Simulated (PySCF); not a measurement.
C₃H₅O₂, SMILES CCO[C]=O, multiplicity 2.

The structure is a stationary point at PBE0-D3(BJ)/def2-SVP. The isomer is the one that the SMILES or the coordinates give; other isomers of the formula were not compared. Other conformers were not sampled.

Method: PySCF with PBE/def2-TZVP.

The molecule is in vacuum.

### Question
Estimate the frontier levels, dipole moment and polarisability. (An estimate is asked for; the answer gives what the named calculation found.)

### Answer

```json
{
 "α spin, highest occupied and lowest empty level": "-5.10 and -0.99 eV",
 "β spin, highest occupied and lowest empty level": "-7.84 and -3.32 eV",
 "dipole_moment": "2.85 D",
 "quadrupole, principal values (traceless, Buckingham form, about the centre of nuclear charge)": "-3.58, 0.66, 2.92 D·Å",
 "mean_static_polarisability": "44.5 bohr³ (6.60 Å³)",
 "polarisability_principal_values": "37.8, 42.8, 52.9 bohr³",
 "⟨S²⟩": "0.753 (pure state 0.75)"
}
```
